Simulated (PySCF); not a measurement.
# Radial density of V²⁺ (vanadium, charge +2)

UHF, [Ar] 3d2 4s1, high-spin 4F determinant (an excited configuration). All numbers are calculated (PySCF 2.14, the spin-free X2C one-electron Hamiltonian (Gaussian nucleus), in aug-cc-pVDZ-DK (7s6p4d2f, 59 functions)).

```json
{"r (bohr)": "0.00118", "4πr²ρ (e/bohr)": "0.1900", "4πr²(ρα − ρβ)": "0.0001"}
{"r (bohr)": "0.00199", "4πr²ρ (e/bohr)": "0.4841", "4πr²(ρα − ρβ)": "0.0003"}
{"r (bohr)": "0.00335", "4πr²ρ (e/bohr)": "1.208", "4πr²(ρα − ρβ)": "0.0008"}
{"r (bohr)": "0.00563", "4πr²ρ (e/bohr)": "2.907", "4πr²(ρα − ρβ)": "0.0019"}
{"r (bohr)": "0.00947", "4πr²ρ (e/bohr)": "6.575", "4πr²(ρα − ρβ)": "0.0042"}
{"r (bohr)": "0.0159", "4πr²ρ (e/bohr)": "13.33", "4πr²(ρα − ρβ)": "0.0083"}
{"r (bohr)": "0.0268", "4πr²ρ (e/bohr)": "22.34", "4πr²(ρα − ρβ)": "0.0128"}
{"r (bohr)": "0.0450", "4πr²ρ (e/bohr)": "27.49", "4πr²(ρα − ρβ)": "0.0112"}
{"r (bohr)": "0.0758", "4πr²ρ (e/bohr)": "23.02", "4πr²(ρα − ρβ)": "0.0015"}
{"r (bohr)": "0.127", "4πr²ρ (e/bohr)": "22.11", "4πr²(ρα − ρβ)": "0.0234"}
{"r (bohr)": "0.214", "4πr²ρ (e/bohr)": "29.84", "4πr²(ρα − ρβ)": "0.1368"}
{"r (bohr)": "0.361", "4πr²ρ (e/bohr)": "16.60", "4πr²(ρα − ρβ)": "0.4991"}
{"r (bohr)": "0.607", "4πr²ρ (e/bohr)": "9.398", "4πr²(ρα − ρβ)": "1.4497"}
{"r (bohr)": "1.02", "4πr²ρ (e/bohr)": "9.863", "4πr²(ρα − ρβ)": "1.5705"}
{"r (bohr)": "1.72", "4πr²ρ (e/bohr)": "2.289", "4πr²(ρα − ρβ)": "0.8738"}
{"r (bohr)": "2.89", "4πr²ρ (e/bohr)": "0.4791", "4πr²(ρα − ρβ)": "0.4643"}
{"r (bohr)": "4.85", "4πr²ρ (e/bohr)": "0.04701", "4πr²(ρα − ρβ)": "0.0470"}
{"r (bohr)": "8.17", "4πr²ρ (e/bohr)": "6.730e-05", "4πr²(ρα − ρβ)": "0.0000"}
{"r (bohr)": "13.7", "4πr²ρ (e/bohr)": "2.679e-05", "4πr²(ρα − ρβ)": "0.0000"}
```

Densities and radii are taken from the X2C orbitals without a picture-change correction, which distorts them close to the nucleus.
